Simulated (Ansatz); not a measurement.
Cartesian coordinates in Å:
```
N 2.199 1.301 -0.417
C 1.220 0.722 -0.231
In -0.539 -0.319 0.102
F -1.379 -0.458 1.822
F -1.501 -1.246 -1.276
```

Total charge 0; spin multiplicity 1. In: def2 effective core potential.

Task: List the PBE0/def2-TZVPP orbital energies in eV (Ansatz). (Estimate.)

Result: The calculation gave: Occupied: -673.43, -673.43, -392.52, -279.99, -130.51, -87.08, -86.73, -86.71, -32.16, -32.11, -26.29, -23.73, -23.57, -23.55, -23.40, -23.19, -15.22, -13.02, -12.13, -11.73, -11.53, -11.38, -11.27, -10.81, -10.79, -10.74. Lowest empty: -2.87, -2.61, -1.14, 0.68, 1.09, 1.28, 1.84, 2.09.
